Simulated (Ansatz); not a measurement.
Program: Ansatz. Geometries: PBE0-D4/def2-TZVP. ΔE: electronic, gas phase. CCSD(T)/CBS adds triple-zeta CCSD(T) − MP2 to the extrapolated MP2 energy (def2 sets, frozen cores). DFT in def2-TZVPP. B3LYP here is the variant with VWN-RPA as its local correlation; programs differ in this. For Ge outer-core shells are correlated without core-valence functions, which leaves a few kJ/mol of doubt a bond. Scalar relativity is left out up to krypton. One conformer a species, not always the lowest.

`C[O][GeH]([OH])[Cl]` + `NB(Cl)Cl` → `CNB(Cl)Cl` + `[OH][GeH]([OH])[Cl]`  (substitution at a C–O bond)

Problem. Is it downhill or uphill in electronic energy at CCSD(T)/CBS, and by how much? (An estimate is asked.)

Solution. Computed: Downhill: ΔE = -6.4 kcal/mol.

Problem. What do these levels give: B3LYP-D4, revPBE, B3LYP, MP2/def2-TZVPP, HF/def2-QZVPP, MP2/CBS(def2)? (Estimate.)

Solution. The calculation gave: B3LYP-D4 -5.3, revPBE -5.9, B3LYP -5.3, MP2/def2-TZVPP -6.7, HF/def2-QZVPP -4.0, MP2/CBS(def2) -7.1 kcal/mol.

Largest T1 diagnostic among the species: 0.011.

In def2-TZVPP, CCSD(T) changes the Hartree–Fock value by −1.9 kcal/mol (the triples alone add −0.2 kcal/mol) and MP2 by −2.7 kcal/mol. At CCSD(T), def2-SVP lies +1.1 kcal/mol from the extrapolated value and def2-TZVPP +0.4 kcal/mol.
